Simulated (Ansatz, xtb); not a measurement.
Molecule: CHS, charge 0, multiplicity 2. It need not be the lowest isomer of its formula. 
Geometry from a B3LYP-D3(BJ)/def2-TZVP (Ansatz, a quantum-chemistry and plane-wave program) optimisation:
SMILES: [C]S
```xyz
3

S     -0.0500    -0.0191    -0.4147
C     -0.0717    -0.0128     1.2269
H      1.2300     0.3820    -0.7268
```
Charge 0, spin multiplicity 2.

Harmonic wavenumbers from GFN2-xTB (xtb, at its own minimum), cm⁻¹: 738, 1017, 1948.

Problem. Give the harmonic wavenumbers at B3LYP-D3(BJ)/def2-TZVP (Ansatz, finite differences of forces, unscaled).

Solution. 791, 932, 2333 cm⁻¹. Zero-point energy 5.8 kcal/mol.

Problem. From these and the geometry, give the ideal-gas thermochemistry at 298.15 K and 1 atm (rigid rotor, harmonic oscillator).

Solution. Point group Cs, rotational symmetry number 1. Rotational constants 294.4, 20.89, 19.51 GHz. S(trans) 37.34, S(rot) 18.53, S(vib) 0.34, S(elec, spin only) 1.38, S 57.6 cal/(mol K). H(298) - H(0) 2.45 kcal/mol; G - E(el) -8.9 kcal/mol.
